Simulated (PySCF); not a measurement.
Dipole response of Pd+ (palladium, charge +1)

[Kr] 4d9, 2D determinant. Calculation: PySCF 2.14, in aug-cc-pVTZ-PP with one added diffuse shell each of s, p, d, f, g type with ECP28MDF (7s7p6d4f3g, 113 functions); scalar relativity through the core potential. Coupled (time-dependent) response in atomic units; α is the mean over directions.

| method | mean α (bohr³) | α xx, yy, zz | C₆ (like pair) | S(−4) |
| --- | --- | --- | --- | --- |
| B3LYP | 11.98 | 11.73, 11.73, 12.48 | 73.07 | 53.62 |
| TPSSh | 12.20 | 11.88, 11.88, 12.83 | 75.03 | 55.31 |

S(−4) is the Cauchy moment in α(ω) = α(0) + S(−4) ω² + …

Spin-orbit coupling is absent.

α(iu) at TPSSh:

```json
{"u (hartree)": "0", "α(iu) (bohr³)": "12.20"}
{"u (hartree)": "0.0500", "α(iu) (bohr³)": "12.06"}
{"u (hartree)": "0.100", "α(iu) (bohr³)": "11.69"}
{"u (hartree)": "0.200", "α(iu) (bohr³)": "10.51"}
{"u (hartree)": "0.300", "α(iu) (bohr³)": "9.227"}
{"u (hartree)": "0.500", "α(iu) (bohr³)": "7.144"}
{"u (hartree)": "0.750", "α(iu) (bohr³)": "5.415"}
{"u (hartree)": "1.00", "α(iu) (bohr³)": "4.262"}
{"u (hartree)": "1.50", "α(iu) (bohr³)": "2.840"}
{"u (hartree)": "2.00", "α(iu) (bohr³)": "2.020"}
{"u (hartree)": "3.00", "α(iu) (bohr³)": "1.158"}
{"u (hartree)": "5.00", "α(iu) (bohr³)": "0.5107"}
```

A single London oscillator, α(iu) = α/(1 + u²/ω²), gives C₆ = (3/4) ω α². Matching the computed C₆ needs ω = 4 × 75.03 / (3 × 12.20²) = 0.672 hartree.

For an ion, C₆ is the dispersion term alone; charge-induced terms of lower order in 1/R come first.

The components differ because the open shell of this determinant is not spherical; for a pure term their mean is the scalar polarisability.

Energies and moments cover only the electrons outside the core potential.
